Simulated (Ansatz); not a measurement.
Relaxation of Ge₄O₅ with RKS PBE-D4/def2-SVP.

```sh
$ ansatz run in.yaml --threads 4 --pin off --events-out ev --progress --plain --max-ram 4787MiB
```

```yaml
crystal:
  periodic: [false, false, false]
  atoms:
    - {symbol: Ge, position_ang: [-0.169610, 0.130280, -1.788900]}
    - {symbol: Ge, position_ang: [0.815180, -1.093810, 2.282800]}
    - {symbol: Ge, position_ang: [1.672670, 1.810780, 0.501030]}
    - {symbol: Ge, position_ang: [-2.296960, -0.733700, 0.704000]}
    - {symbol: O, position_ang: [1.466770, 0.438170, 1.602030]}
    - {symbol: O, position_ang: [0.146490, -0.537240, -3.187320]}
    - {symbol: O, position_ang: [-0.890540, -1.100560, 1.720580]}
    - {symbol: O, position_ang: [-1.559890, -0.192820, -0.843360]}
    - {symbol: O, position_ang: [0.815890, 1.278900, -0.990850]}
basis:
  gaussian: {orbitals: def2-SVP}
hamiltonian: {xc: pbe, dispersion: d4}
scf: {lower_state_search: "off"}
output: {orbitals: {seedname: orbitals}}
relax: {f_tol: 0.02, max_steps: 100}
```

Run time 1.7 min (4 threads of Arm Neoverse V2 on a shared host).

Positions (Å) and forces (eV/Å) at steps 1, 2, 3, 4, 5, 6, 7, 8, 9, 10, 11, 12, 13, 14, 15, 16, 17, 18, 19, 20, 21, 22, 23, 24, 25, 26, 27, 28, 30, 31, 32 of 37:

```xyz
9
step=1 energy=-236232.4741 eV
Ge   -0.170    0.130   -1.789   -0.202    0.463    1.387
Ge    0.815   -1.094    2.283    0.431   -0.586    0.437
Ge    1.673    1.811    0.501    0.412    0.991   -0.041
Ge   -2.297   -0.734    0.704   -1.076    0.027    0.071
O     1.467    0.438    1.602   -0.079   -0.286    0.243
O     0.146   -0.537   -3.187    0.735   -1.525   -3.283
O    -0.891   -1.101    1.721    0.267   -0.060    0.209
O    -1.560   -0.193   -0.843   -1.176   -0.074    0.540
O     0.816    1.279   -0.991    0.689    1.051    0.437
9
step=2 energy=-236232.7309 eV
Ge   -0.129    0.069   -1.758   -0.103    0.186    0.476
Ge    0.862   -1.175    2.178    0.063   -0.073    0.022
Ge    1.617    1.891    0.546    0.033    0.179    0.009
Ge   -2.344   -0.646    0.752   -0.166    0.042    0.043
O     1.455    0.433    1.581    0.026   -0.155    0.188
O     0.190   -0.603   -3.200    0.318   -0.619   -1.170
O    -0.885   -1.093    1.700    0.114   -0.093    0.174
O    -1.581   -0.182   -0.825   -0.627   -0.028    0.154
O     0.815    1.306   -0.973    0.343    0.561    0.103
9
step=3 energy=-236232.7666 eV
Ge   -0.163    0.120   -1.786    0.435   -0.775   -0.408
Ge    0.912   -1.261    2.090   -0.144    0.220   -0.154
Ge    1.533    1.927    0.595   -0.050   -0.285    0.037
Ge   -2.339   -0.549    0.800    0.297   -0.074    0.023
O     1.458    0.399    1.568    0.060    0.048    0.003
O     0.292   -0.755   -3.137   -0.279    0.528    0.634
O    -0.859   -1.111    1.687   -0.086   -0.035    0.004
O    -1.634   -0.141   -0.835   -0.179    0.149   -0.062
O     0.800    1.370   -0.983   -0.054    0.225   -0.076
9
step=4 energy=-236232.8186 eV
Ge   -0.123    0.063   -1.696    0.045   -0.088   -0.258
Ge    0.925   -1.296    1.946    0.006    0.002    0.047
Ge    1.515    1.933    0.589    0.066    0.098    0.058
Ge   -2.334   -0.524    0.799   -0.119   -0.019    0.084
O     1.469    0.394    1.536   -0.059   -0.080   -0.087
O     0.355   -0.838   -3.007   -0.099    0.189    0.402
O    -0.866   -1.140    1.657    0.083    0.012   -0.096
O    -1.677   -0.045   -0.834    0.095   -0.026   -0.084
O     0.736    1.453   -0.990   -0.017   -0.089   -0.065
9
step=5 energy=-236232.8382 eV
Ge   -0.134    0.084   -1.659    0.040   -0.029    0.094
Ge    0.938   -1.324    1.838    0.029   -0.039    0.062
Ge    1.509    1.952    0.592    0.062    0.079    0.032
Ge   -2.346   -0.509    0.805   -0.097   -0.026    0.054
O     1.475    0.380    1.484   -0.078   -0.078   -0.064
O     0.420   -0.929   -2.847   -0.081    0.135    0.194
O    -0.861   -1.162    1.603    0.089    0.031   -0.073
O    -1.711    0.003   -0.827    0.142    0.040   -0.161
O     0.711    1.506   -0.988   -0.108   -0.113   -0.139
9
step=6 energy=-236232.8631 eV
Ge   -0.132    0.089   -1.590    0.067   -0.081   -0.004
Ge    0.949   -1.350    1.743    0.020   -0.034    0.050
Ge    1.521    1.969    0.582    0.035    0.017    0.023
Ge   -2.365   -0.510    0.800   -0.015   -0.030    0.030
O     1.472    0.366    1.419   -0.058   -0.049   -0.058
O     0.474   -1.005   -2.681   -0.130    0.229    0.294
O    -0.853   -1.182    1.535    0.052    0.026   -0.058
O    -1.744    0.061   -0.820    0.124    0.032   -0.145
O     0.679    1.563   -0.988   -0.097   -0.110   -0.134
9
step=7 energy=-236232.8932 eV
Ge   -0.138    0.106   -1.529    0.110   -0.146   -0.040
Ge    0.962   -1.378    1.678   -0.002   -0.003   -0.002
Ge    1.533    1.974    0.565    0.022   -0.009    0.018
Ge   -2.374   -0.519    0.787    0.015   -0.029    0.017
O     1.466    0.344    1.353   -0.027   -0.006   -0.080
O     0.522   -1.070   -2.501   -0.168    0.303    0.329
O    -0.840   -1.202    1.469   -0.003    0.015   -0.067
O    -1.780    0.121   -0.823    0.132    0.006   -0.089
O     0.647    1.624   -0.999   -0.079   -0.131   -0.087
9
step=8 energy=-236232.9294 eV
Ge   -0.133    0.113   -1.444    0.085   -0.112   -0.062
Ge    0.965   -1.395    1.592    0.035   -0.066   -0.029
Ge    1.556    1.991    0.546   -0.030   -0.084   -0.043
Ge   -2.398   -0.534    0.775    0.094   -0.012   -0.056
O     1.462    0.331    1.271   -0.020    0.054   -0.045
O     0.563   -1.119   -2.316   -0.131    0.247    0.301
O    -0.838   -1.220    1.396   -0.054    0.024   -0.013
O    -1.805    0.163   -0.816    0.071    0.012   -0.022
O     0.627    1.671   -1.003   -0.050   -0.064   -0.031
9
step=9 energy=-236232.9670 eV
Ge   -0.138    0.136   -1.398    0.089   -0.108    0.006
Ge    0.978   -1.430    1.521   -0.013   -0.016   -0.124
Ge    1.551    1.985    0.525    0.048   -0.014    0.039
Ge   -2.391   -0.535    0.760   -0.001   -0.046    0.030
O     1.448    0.309    1.210   -0.006    0.087   -0.073
O     0.603   -1.157   -2.129   -0.088    0.167    0.209
O    -0.828   -1.235    1.354   -0.074    0.005   -0.016
O    -1.826    0.208   -0.821    0.104    0.011   -0.032
O     0.603    1.719   -1.022   -0.058   -0.085   -0.039
9
step=10 energy=-236233.0248 eV
Ge   -0.121    0.135   -1.312    0.028    0.024    0.021
Ge    0.971   -1.445    1.376    0.030   -0.156   -0.163
Ge    1.573    2.008    0.507    0.006   -0.076   -0.012
Ge   -2.419   -0.547    0.754    0.056   -0.044   -0.007
O     1.433    0.312    1.134   -0.041    0.139   -0.006
O     0.647   -1.198   -1.942   -0.061    0.123    0.253
O    -0.846   -1.250    1.311   -0.063    0.027    0.061
O    -1.830    0.233   -0.803    0.092    0.019   -0.064
O     0.592    1.751   -1.025   -0.046   -0.056   -0.083
9
step=11 energy=-236233.1102 eV
Ge   -0.116    0.153   -1.265    0.038    0.031    0.099
Ge    0.971   -1.472    1.235    0.021   -0.221   -0.281
Ge    1.577    2.014    0.490    0.066   -0.111    0.085
Ge   -2.424   -0.552    0.751    0.091   -0.121    0.088
O     1.402    0.311    1.089   -0.034    0.290   -0.025
O     0.685   -1.229   -1.753   -0.090    0.159    0.322
O    -0.851   -1.261    1.294   -0.159    0.037    0.058
O    -1.835    0.254   -0.796    0.176    0.055   -0.164
O     0.591    1.782   -1.045   -0.107   -0.119   -0.182
9
step=12 energy=-236233.2440 eV
Ge   -0.108    0.167   -1.211   -0.114    0.336    0.097
Ge    0.964   -1.491    1.078    0.156   -0.468   -0.328
Ge    1.586    2.022    0.474    0.146   -0.124    0.187
Ge   -2.428   -0.563    0.748    0.078   -0.214    0.215
O     1.368    0.317    1.049   -0.053    0.491   -0.045
O     0.714   -1.252   -1.561   -0.027    0.011    0.411
O    -0.857   -1.274    1.282   -0.307    0.086    0.013
O    -1.836    0.271   -0.791    0.286    0.073   -0.261
O     0.598    1.804   -1.068   -0.164   -0.193   -0.289
9
step=13 energy=-236233.4019 eV
Ge   -0.114    0.205   -1.190   -0.130    0.430    0.421
Ge    0.970   -1.519    0.981    0.154   -0.450   -0.463
Ge    1.604    2.017    0.452    0.157   -0.266    0.271
Ge   -2.425   -0.594    0.741    0.223   -0.288    0.266
O     1.319    0.319    1.012   -0.023    0.743   -0.060
O     0.719   -1.254   -1.365    0.010   -0.112    0.302
O    -0.850   -1.298    1.258   -0.513    0.081    0.026
O    -1.839    0.295   -0.783    0.344    0.108   -0.367
O     0.617    1.830   -1.107   -0.222   -0.247   -0.398
9
step=14 energy=-236233.5375 eV
Ge   -0.104    0.236   -1.064   -0.104    0.602    0.128
Ge    0.971   -1.495    0.938    0.188   -0.812   -0.468
Ge    1.681    2.025    0.393    0.153    0.039    0.067
Ge   -2.443   -0.703    0.693    0.085   -0.145    0.132
O     1.263    0.376    1.011   -0.355    0.612   -0.283
O     0.668   -1.257   -1.287    0.175   -0.155    0.507
O    -0.869   -1.367    1.234   -0.321    0.145    0.038
O    -1.841    0.343   -0.749    0.356    0.037   -0.070
O     0.675    1.841   -1.169   -0.178   -0.323   -0.052
9
step=15 energy=-236233.8923 eV
Ge   -0.075    0.292   -0.934    0.131    0.738    0.673
Ge    0.972   -1.559    0.824   -0.008   -0.534    0.208
Ge    1.756    2.045    0.329   -0.127   -0.199   -0.159
Ge   -2.452   -0.793    0.669    0.172    0.118   -0.119
O     1.098    0.434    0.924   -0.477    0.516   -0.530
O     0.675   -1.255   -1.102    0.097   -0.235   -0.260
O    -0.887   -1.424    1.226    0.003   -0.085    0.036
O    -1.810    0.396   -0.702    0.099   -0.210    0.114
O     0.723    1.866   -1.233    0.111   -0.110    0.037
9
step=16 energy=-236234.0892 eV
Ge   -0.038    0.351   -0.787    0.011   -0.609   -0.592
Ge    0.965   -1.631    0.806   -0.274   -0.379    0.079
Ge    1.783    2.043    0.269    0.363    0.485   -0.085
Ge   -2.427   -0.817    0.645   -0.246    0.106   -0.100
O     0.940    0.497    0.831   -0.017    0.193    0.697
O     0.679   -1.254   -1.059   -0.133    0.342   -0.118
O    -0.892   -1.483    1.227    0.380   -0.221    0.087
O    -1.776    0.412   -0.662   -0.229   -0.089    0.173
O     0.767    1.882   -1.269    0.145    0.172   -0.142
9
step=17 energy=-236234.1358 eV
Ge   -0.016    0.365   -0.742    0.045    0.906   -0.123
Ge    0.896   -1.712    0.809    0.111   -0.044   -0.034
Ge    1.862    2.130    0.187   -0.518   -0.619    0.040
Ge   -2.455   -0.865    0.635    0.169    0.203   -0.204
O     0.923    0.603    0.893    0.187    0.471   -0.219
O     0.668   -1.217   -1.045    0.111   -0.271   -0.041
O    -0.922   -1.615    1.210   -0.118    0.078   -0.003
O    -1.778    0.414   -0.613    0.113   -0.276    0.292
O     0.822    1.897   -1.333   -0.101   -0.448    0.291
9
step=18 energy=-236234.1182 eV rejected
Ge    0.006    0.416   -0.761    0.084   -0.310    0.579
Ge    0.857   -1.844    0.741   -0.295    0.023   -0.008
Ge    1.818    2.144    0.204    0.663    0.817   -0.059
Ge   -2.420   -0.872    0.626   -0.716   -0.088    0.190
O     0.868    0.795    0.905   -0.552   -1.026    0.198
O     0.657   -1.220   -1.042   -0.049    0.313    0.207
O    -0.933   -1.654    1.230    0.708   -0.210    0.010
O    -1.749    0.403   -0.525    0.318    0.284   -0.436
O     0.896    1.832   -1.379   -0.160    0.197   -0.681
9
step=19 energy=-236234.1889 eV
Ge    0.001    0.400   -0.739    0.033   -0.172   -0.066
Ge    0.878   -1.784    0.767   -0.017   -0.102    0.014
Ge    1.816    2.140    0.201   -0.011   -0.054    0.024
Ge   -2.441   -0.849    0.636    0.127   -0.051    0.039
O     0.886    0.681    0.900    0.099    0.174    0.030
O     0.668   -1.209   -1.038    0.028    0.008   -0.003
O    -0.917   -1.636    1.215   -0.135    0.067   -0.045
O    -1.749    0.410   -0.569   -0.135    0.005    0.013
O     0.857    1.847   -1.375    0.012    0.125   -0.006
9
step=20 energy=-236234.1969 eV
Ge    0.012    0.410   -0.726    0.027   -0.141    0.027
Ge    0.856   -1.841    0.750   -0.053   -0.059   -0.006
Ge    1.823    2.159    0.185    0.030    0.045    0.033
Ge   -2.439   -0.854    0.637   -0.066   -0.017    0.032
O     0.874    0.737    0.909    0.073    0.023    0.019
O     0.678   -1.205   -1.028    0.003    0.050    0.051
O    -0.928   -1.657    1.215    0.058    0.006   -0.033
O    -1.743    0.405   -0.553   -0.047    0.030   -0.055
O     0.867    1.846   -1.390   -0.024    0.063   -0.067
9
step=21 energy=-236234.2088 eV
Ge    0.033    0.423   -0.696    0.030   -0.079    0.124
Ge    0.814   -1.946    0.721   -0.090   -0.039   -0.085
Ge    1.824    2.207    0.158    0.070    0.156   -0.024
Ge   -2.445   -0.856    0.638   -0.169    0.002    0.019
O     0.879    0.825    0.923   -0.033   -0.110   -0.009
O     0.697   -1.197   -1.005   -0.016    0.061    0.139
O    -0.948   -1.695    1.209    0.180   -0.015   -0.023
O    -1.731    0.398   -0.530    0.091    0.049   -0.087
O     0.876    1.841   -1.417   -0.062   -0.025   -0.053
9
step=22 energy=-236234.2361 eV
Ge    0.067    0.449   -0.642   -0.040   -0.211    0.004
Ge    0.746   -2.120    0.663   -0.204    0.040   -0.285
Ge    1.831    2.281    0.108    0.099    0.313   -0.128
Ge   -2.445   -0.862    0.637   -0.313   -0.058    0.084
O     0.856    0.977    0.944    0.000   -0.187    0.056
O     0.721   -1.184   -0.966   -0.015    0.141    0.407
O    -0.973   -1.756    1.204    0.324   -0.045   -0.029
O    -1.704    0.389   -0.488    0.219    0.154   -0.185
O     0.901    1.827   -1.461   -0.070   -0.147    0.076
9
step=23 energy=-236234.2686 eV
Ge    0.100    0.466   -0.595    0.001   -0.191    0.153
Ge    0.673   -2.286    0.600   -0.303    0.325   -0.490
Ge    1.827    2.364    0.056    0.078    0.338   -0.159
Ge   -2.447   -0.865    0.641   -0.385   -0.051    0.094
O     0.852    1.117    0.971   -0.065   -0.312   -0.193
O     0.752   -1.171   -0.920    0.008   -0.009    0.661
O    -1.000   -1.811    1.194    0.455   -0.132   -0.025
O    -1.676    0.382   -0.452    0.273    0.205   -0.206
O     0.919    1.805   -1.495   -0.062   -0.173    0.165
9
step=24 energy=-236234.3317 eV
Ge    0.142    0.449   -0.529    0.238    0.662    0.558
Ge    0.578   -2.436    0.516   -0.172    0.318   -0.362
Ge    1.792    2.501   -0.025   -0.305   -0.262    0.145
Ge   -2.458   -0.862    0.649   -0.328    0.289   -0.152
O     0.907    1.218    0.990   -0.003   -0.130   -0.560
O     0.799   -1.164   -0.835    0.159   -0.526    0.412
O    -1.043   -1.861    1.155    0.461   -0.268    0.075
O    -1.631    0.392   -0.424   -0.039   -0.080    0.053
O     0.914    1.764   -1.497   -0.010   -0.003   -0.170
9
step=25 energy=-236234.4018 eV
Ge    0.202    0.475   -0.465    0.225    0.215    0.293
Ge    0.472   -2.575    0.420   -0.115    0.279   -0.192
Ge    1.740    2.626   -0.107   -0.167   -0.178   -0.039
Ge   -2.473   -0.852    0.659   -0.022    0.031   -0.029
O     0.960    1.346    0.980   -0.070   -0.122   -0.322
O     0.867   -1.156   -0.704    0.042   -0.242    0.268
O    -1.123   -1.993    1.106    0.144   -0.035   -0.054
O    -1.569    0.391   -0.348   -0.022    0.011    0.034
O     0.923    1.738   -1.540   -0.014    0.040    0.041
9
step=26 energy=-236234.4338 eV
Ge    0.263    0.486   -0.374    0.014    0.044   -0.040
Ge    0.369   -2.646    0.314    0.158   -0.245    0.005
Ge    1.697    2.702   -0.218    0.058    0.119   -0.078
Ge   -2.499   -0.858    0.643    0.029    0.017   -0.009
O     1.048    1.442    0.967   -0.075   -0.046    0.017
O     0.966   -1.137   -0.533   -0.046    0.007    0.008
O    -1.210   -2.092    1.026   -0.098    0.113   -0.037
O    -1.507    0.394   -0.261   -0.056    0.008    0.073
O     0.874    1.709   -1.563    0.016   -0.018    0.061
9
step=27 energy=-236234.4360 eV
Ge    0.274    0.503   -0.348   -0.041   -0.027    0.239
Ge    0.389   -2.704    0.327   -0.150    0.290   -0.072
Ge    1.705    2.739   -0.287   -0.060   -0.087    0.065
Ge   -2.506   -0.860    0.655    0.054    0.010   -0.061
O     1.064    1.514    0.949    0.062    0.067   -0.055
O     0.957   -1.134   -0.436    0.143   -0.094   -0.055
O    -1.268   -2.176    0.872    0.021   -0.157    0.083
O    -1.492    0.434   -0.153   -0.026    0.027   -0.035
O     0.877    1.683   -1.579   -0.002   -0.029   -0.109
9
step=28 energy=-236234.4504 eV
Ge    0.290    0.512   -0.291   -0.052   -0.094    0.037
Ge    0.360   -2.703    0.283   -0.011    0.000   -0.007
Ge    1.702    2.752   -0.343   -0.009   -0.013   -0.014
Ge   -2.522   -0.881    0.618   -0.001   -0.011   -0.005
O     1.103    1.565    0.949    0.027    0.040    0.031
O     0.988   -1.120   -0.387    0.015    0.013    0.003
O    -1.300   -2.212    0.847   -0.007   -0.012    0.005
O    -1.476    0.440   -0.097    0.009    0.018    0.002
O     0.857    1.647   -1.580    0.029    0.058   -0.052
9
step=30 energy=-236234.4483 eV rejected
Ge    0.323    0.541   -0.166    0.062    0.143   -0.036
Ge    0.330   -2.743    0.217   -0.037    0.180   -0.001
Ge    1.705    2.789   -0.510   -0.125   -0.211    0.024
Ge   -2.553   -0.916    0.567    0.219    0.067   -0.039
O     1.195    1.715    0.925   -0.028   -0.014   -0.160
O     1.030   -1.089   -0.184   -0.102   -0.141    0.056
O    -1.404   -2.338    0.631    0.063    0.164   -0.073
O    -1.433    0.476    0.112   -0.072   -0.210    0.054
O     0.808    1.565   -1.594    0.021    0.021    0.175
9
step=31 energy=-236234.4538 eV
Ge    0.304    0.523   -0.230    0.008    0.022   -0.032
Ge    0.350   -2.721    0.263   -0.009   -0.009   -0.017
Ge    1.703    2.769   -0.424   -0.023   -0.034   -0.012
Ge   -2.536   -0.893    0.605   -0.005   -0.009   -0.017
O     1.147    1.636    0.936    0.004   -0.002    0.033
O     1.011   -1.106   -0.291   -0.003    0.019    0.025
O    -1.354   -2.273    0.723    0.003    0.001    0.017
O    -1.456    0.457    0.002    0.021    0.001    0.022
O     0.831    1.608   -1.585    0.005    0.010   -0.019
9
step=32 energy=-236234.4551 eV
Ge    0.313    0.531   -0.192    0.046    0.059   -0.045
Ge    0.341   -2.730    0.242   -0.006    0.024   -0.012
Ge    1.703    2.774   -0.473   -0.029   -0.045    0.009
Ge   -2.544   -0.902    0.585    0.019    0.000   -0.012
O     1.174    1.676    0.930   -0.007   -0.009   -0.022
O     1.025   -1.097   -0.231   -0.042   -0.012    0.033
O    -1.380   -2.302    0.661    0.021    0.032   -0.008
O    -1.444    0.467    0.065    0.000   -0.035    0.026
O     0.812    1.584   -1.588   -0.002   -0.015    0.032
```

The structure comes from a short search, and lower isomers may exist.
